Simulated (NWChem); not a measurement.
System: C$_{3}$H$_{5}$Cl; SMILES ClC1CC1

NWChem input:

```
start job
memory heap 200 mb stack 900 mb global 1100 mb
geometry units angstroms noautosym nocenter noautoz
  Cl    -0.086628    -1.396161     0.000000
  C      0.546529     0.246930     0.000000
  C     -0.177879     1.312989    -0.752217
  C     -0.177879     1.312989     0.752217
  H      1.639080     0.247783     0.000000
  H      0.420383     2.056037    -1.286971
  H     -1.102831     1.022441    -1.256475
  H      0.420383     2.056037     1.286971
  H     -1.102831     1.022441     1.256475
end
basis spherical
  Cl library pcsseg-1
  C library pcsseg-1
  H library pcsseg-1
end
dft
  xc slater vwn_5
  iterations 150
end
property
  shielding 6 1 2 3 5 6 7
end
task dft property
```

The geometry was optimised at PBE0/def2-SVP.

GIAO values for the isolated, static molecule; σ is the absolute isotropic shielding, δ = σ(reference) − σ with the isolated reference molecule computed at the same levels (13C: tetramethylsilane, 1H: tetramethylsilane).

Atoms are numbered as in the input.

Task: What results follow from this input? (LDA (Slater exchange, VWN5)/pcSseg-1, GIAO.) Quantities: σ Cl1 (ppm); δ C2 (ppm); δ C3 (ppm); δ H5 (ppm); δ H6 (ppm); δ H7 (ppm).

Result: 
```yaml
"σ Cl1 (ppm)": 775.6
"δ C2 (ppm)": 36.9
"δ C3 (ppm)": 11.9
"δ H5 (ppm)": 2.86
"δ H6 (ppm)": 0.83
"δ H7 (ppm)": 0.61
```
